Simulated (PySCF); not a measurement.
Compound: C₅H₁₀OSi.
SMILES: `C=C/C=C/O[SiH2]C`

All values: wB97X-D/def2-SVPD (PySCF, non-relativistic), on one gas-phase PBE0-D3(BJ)/def2-SVP geometry that isn't relaxed in the solvent. The solvent is an IEF-PCM continuum (cavity from Bondi-type radii × 1.2), and excitations are vertical TDDFT with non-equilibrium linear response and a frozen core. The model holds no explicit solvent molecules, cavitation or dispersion.

Gas-phase singlets (H = HOMO, L = LUMO):

```tsv
state	E (eV)	λ (nm)	f	leading configuration
S1	5.530	224	0.965	H→L 97%
S2	6.122	203	0.002	H→L+2 60%
S3	6.536	190	0.000	H→L+1 26%
S4	6.697	185	0.007	H→L+4 43%
S5	6.937	179	0.002	H→L+6 89%
```

Give the list for tetrahydrofuran (ε = 7.426), n² = 1.97.

```
state  E (eV)  λ (nm)      f  leading configuration  change by rank (eV)
   S1   5.318     233  1.067                H→L 98%               -0.212
   S2   6.298     197  0.003              H→L+2 80%               +0.176
   S3   6.655     186  0.002              H→L+4 42%               +0.119
   S4   6.827     182  0.018              H→L+3 39%               +0.130
   S5   6.913     179  0.001              H→L+6 94%               -0.024
```

The ground-state energy changes by -0.138 eV from gas to tetrahydrofuran. By how much does the total energy of gas-phase S1 change?

E(S1) = E(S0) + excitation energy, so it changes by -0.138 − 0.212 = -0.350 eV: it is lowered more than the ground state, which is what a red shift means. This is the vertical state, with the slow part of the continuum still set for S0.

How do the frontier levels move from gas to tetrahydrofuran?

| orbital | gas (eV) | solvent (eV) | change (eV) |
| --- | --- | --- | --- |
| LUMO+2 | 2.23 | 2.33 | +0.10 |
| LUMO+1 | 2.03 | 2.28 | +0.25 |
| LUMO | 1.28 | 1.19 | -0.09 |
| HOMO | -7.78 | -7.88 | -0.10 |
| HOMO-1 | -10.62 | -10.69 | -0.07 |
| HOMO-2 | -11.06 | -10.94 | +0.12 |
| HOMO-3 | -11.47 | -11.39 | +0.08 |

The HOMO–LUMO gap goes from 9.05 to 9.07 eV.

Shape of the structure used: `[CH2:1]=[CH:2]/[CH:3]=[CH:4]/[O:5][SiH2:6][CH3:7]`: C1–C2–C3–C4 180°, C3–C4–O5–Si6 180°, C4–O5–Si6–C7 180°.

The pairwise dispersion term of wB97X-D wasn't added to the energies; at a given geometry it leaves orbitals and properties as they are.
